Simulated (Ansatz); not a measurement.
Reaction (ligand exchange at the Al–C bond): `CO[CH2][AlH][F]` + H₂S → `[F][AlH][SH]` + `COC`

Isolated molecules relaxed with PBE0-D4/def2-TZVP in Ansatz; ΔE leaves out vibrations. CCSD(T)/CBS adds triple-zeta CCSD(T) − MP2 to the extrapolated MP2 energy (def2 sets, frozen cores). This one scheme is used for every species. DFT in def2-TZVPP. One conformer a species, not always the lowest.

Q: Is it downhill or uphill in electronic energy at CCSD(T)/CBS, and by how much? (Best estimate.)

A: The calculation gave: Downhill: ΔE = -139.8 kJ/mol.

Q: What do these levels give: ωB97X-V, PBE, HF/def2-TZVPP, CCSD/def2-TZVPP, CCSD(T)/def2-TZVPP, SCS-MP2/def2-QZVPP? (Estimate.)

A: Ansatz gave: ωB97X-V -136.8, PBE -134.1, HF/def2-TZVPP -153.6, CCSD/def2-TZVPP -139.7, CCSD(T)/def2-TZVPP -138.3, SCS-MP2/def2-QZVPP -142.8 kJ/mol.

Largest T1 diagnostic among the species: 0.012.

In def2-TZVPP, CCSD(T) changes the Hartree–Fock value by +15.3 kJ/mol (the triples alone add +1.4 kJ/mol) and MP2 by +10.9 kJ/mol. The D4 term adds +3.1 kJ/mol with B3LYP and +1.8 kJ/mol with PBE0; it sums over pairs of atoms, weighted by their polarisabilities, and B3LYP, whose exchange is more repulsive, gets the larger term.

B3LYP here is the variant with VWN-RPA as its local correlation; programs differ in this.
